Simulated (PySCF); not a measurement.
Calculation: r2SCAN-D4/def2-TZVP run with PySCF. Isolated molecules, 0 K electronic values unless said otherwise. One relaxed conformer stands for a flexible species; it need not be the lowest. Delta-SCF ions had no search for a lower state. Excitations are Tamm–Dancoff values on a coarser integration grid. The basis has no diffuse functions, so Rydberg states are missing or too high.

Reference species (SMILES): `O[SiH2][SiH]=[SiH2]` (H–O–Si–Si torsion 169°, O–Si–Si–Si torsion -23°) (neutral, multiplicity 1).

```yaml
vertical ionisation energy (Delta-SCF): 7.73 eV
S1 oscillator strength: 0.031
S1–T1 gap (TDA): 2.41 eV
```

Changed species: `[SiH2]1[Si@H]([SiH3])O1`.

**Question.** Give the shifts of the vertical ionisation energy (Delta-SCF), S1 oscillator strength and S1–T1 gap (TDA).

**Answer.** the vertical ionisation energy (Delta-SCF) rises by 1.00 eV, to 8.73 eV; the S1 oscillator strength increases by 0.020, to 0.051; the S1–T1 gap (TDA) falls by 1.01 eV, to 1.40 eV.
